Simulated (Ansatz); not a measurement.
Cost and result up the ladder for Zn10S9Cl2 (21 atoms). Charge 0, multiplicity 1. Geometry: PBE-D4/def2-SVP, loosely relaxed.

Cartesian coordinates in Å:
```
Cl 2.333 -2.986 -1.501
Cl 1.779 0.238 -3.709
S 3.835 -0.040 0.064
S 1.021 2.370 2.079
S -0.555 3.192 -1.979
S 1.744 -1.918 2.531
S 0.258 -0.116 -0.406
S -3.022 1.647 0.895
S -2.259 -2.585 0.525
S -2.380 0.081 -2.922
S -1.621 -0.482 3.475
Zn 2.019 0.290 1.595
Zn 2.859 -2.107 0.567
Zn 2.299 -0.549 -1.584
Zn 0.348 2.310 -0.101
Zn -0.444 -1.771 1.861
Zn -0.211 1.003 -2.788
Zn -1.747 -1.157 -1.138
Zn -1.058 1.376 2.265
Zn -2.891 -0.578 1.532
Zn -2.308 1.783 -1.260
```

Ansatz on 5 threads of AMD EPYC 7R13 on a shared host and a share (37 GiB) of an NVIDIA H100 80GB HBM3. Times are rough, and most runs start from the orbitals of an earlier one. PBE0-D4/def2-TZVP serves as the yardstick here, not as an exact answer. Differences are given only for rows in sets of like size (and for xTB, whose basis is part of the method), since another set adds its own error. Binding counts from free atoms at the same level (Cl doublet, S triplet, Zn singlet; other spins of the atoms weren't run), without zero-point energy or a counterpoise term.

Correlated methods freeze 145 core orbitals. The rows differ in basis, and correlated rows in double-zeta sets carry the largest basis error. Single mean-field runs in def2-SVP, def2-TZVP are fitted with def2-universal-jkfit.

Correlated methods converge slowly with the basis, most of all in double-zeta sets.

```csv
level,functions,wall time,binding energy per atom (eV),difference from PBE0-D4/def2-TZVP (eV),remarks
PBE-D4/def2-SVP,508,11 s,2.95,–,loose geometry
PBE0-D4/def2-SVP,508,12 s,2.93,–,loose geometry
r2SCAN-D4/def2-TZVP,887,13 s,2.82,0.06,loose geometry
PBE0-D4/def2-TZVP,887,13 s,2.75,0.00,loose geometry
MP2/def2-SVP,508,15 s,2.64,–,loose geometry
PBE-D4/def2-TZVP (with forces),887,15 s,2.73,-0.02,loose geometry
B97M-V/def2-TZVP,887,16 s,2.67,-0.08,loose geometry
HF/STO-3G,279,22 s,2.10,–,loose geometry
```
